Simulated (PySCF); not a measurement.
From a computed spectrum to the compound

A species of 4 atoms with charge 2 has these harmonic modes (PBE0, small Gaussian bases with core potentials, PySCF 2.14.0):

| cm⁻¹ | km/mol | symmetry |
| --- | --- | --- |
| 198 | 61.5 | π |
| 198 | 61.5 | π |
| 268 | 17.3 | σ+ |
| 845 | 20.6 | π |
| 845 | 20.6 | π |
| 2243 | 219.7 | σ+ |
| 3351 | 166.2 | σ+ |

Which species is it, and in which structure?

[Dy(HCN)]2+ (singlet in the valence; each metal's 4f electrons, 10 of them, lie in its core potential, out of spins and levels):
```xyz
4

Dy    0.0000    0.0000   -0.4342
N     0.0000    0.0000    2.0389
C     0.0000    0.0000    3.1924
H     0.0000    0.0000    4.2871
```
Ideal gas at 298.15 K and 1 bar: S = 288.3 J/(mol K), Cp = 56.6 J/(mol K), H − H(0 K) = 13.2 kJ/mol (rigid rotor, harmonic modes, spin degeneracy alone, that of the 4f electrons in the core included). An lcecp potential fixes the number of 4f electrons, so in runs with it no electron can move into or out of that shell; real Dy(II) is rare or takes another configuration.
 The answer isn't unique; the calculation gave this one.
